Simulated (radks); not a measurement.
Results of a calculation; reference values are marked as such.
All-electron atom: Tc XXXII in [He] 2s1 2p6 3s2 3d1 (not the ground configuration). Code: a radial shooting solver on a logarithmic mesh with Libxc functionals. Model: scalar-relativistic Kohn-Sham, r2SCAN, spin-polarised, spherical densities, finite nucleus; open shells are filled with parallel spins first (spin-orbit coupling, left out, can overturn this in heavy ions); meta-GGA in the generalised Kohn-Sham scheme; Fermi nuclear charge, rms radius 4.4112 fm.

Normalised radial functions P(r) = r R(r), r in bohr:

```
   r/bohr * 2p down, o 3s down (the largest magnitude, 2.73, reaches the edge; | marks zero, & curves that meet)
 0.002797                             *  o
   0.0035                             *  o
 0.004343                             *   o
  0.00539                             |*  o
  0.00669                             |*   o
  0.00837                             |*    o
  0.01039                             | *   o
  0.01289                             |  *   o
  0.01613                             |   *  o
  0.02002                             |     *o
  0.02484                             |     o *
  0.03108                             |   o      *
  0.03858                             | o           *
  0.04788                           o |                 *
  0.05942                        o    |                     *
  0.07434                    o        |                        *
  0.09226                  o          |                          *
   0.1145                  o          |                          *
   0.1433                      o      |                       *
   0.1778                             |o                *
   0.2207                             |        o  *
   0.2761                             |      *         o
   0.3426                             |  *               o
   0.4252                             |*              o
   0.5278                             *         o
   0.6603                             *   o
   0.8195                             *o
    1.017                             &
```

2p down: eigenvalue -4349.2 eV, 0 radial nodes, <r> = 0.127 bohr, 90 % of the charge inside 0.205 bohr. 3s down: eigenvalue -1822.8 eV, 2 radial nodes at r = 0.0433, 0.175 bohr, <r> = 0.356 bohr, 90 % of the charge inside 0.516 bohr.
